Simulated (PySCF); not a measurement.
A structure optimised at PBE-D3(BJ)/def2-SVP, used in a PySCF frequency run:

```
C
H 1 1.1158
C 1 1.5360 2 108.52
H 3 1.1089 1 111.66 2 61.17
H 3 1.1111 4 107.17 1 -121.77
H 3 1.1112 4 108.05 5 -115.26
C 1 1.5365 2 108.28 3 -122.39
H 7 1.1099 1 112.27 2 -58.02
H 7 1.1112 8 107.46 1 122.61
H 7 1.1112 8 107.38 9 114.78
Si 1 1.9009 2 105.84 7 -118.49
O 11 1.6899 1 112.46 2 -65.21
H 12 0.9726 11 114.69 1 68.33
H 11 1.5022 12 104.77 13 -172.44
H 11 1.5126 14 109.63 12 -119.52
```

### Question
Write its SMILES and formula.

### Answer
CC(C)[SiH2]O, C3H10OSi

### Question
What are its rotational constants (standard atomic weights)?

### Answer
6.0466, 2.4893, 1.9417 GHz
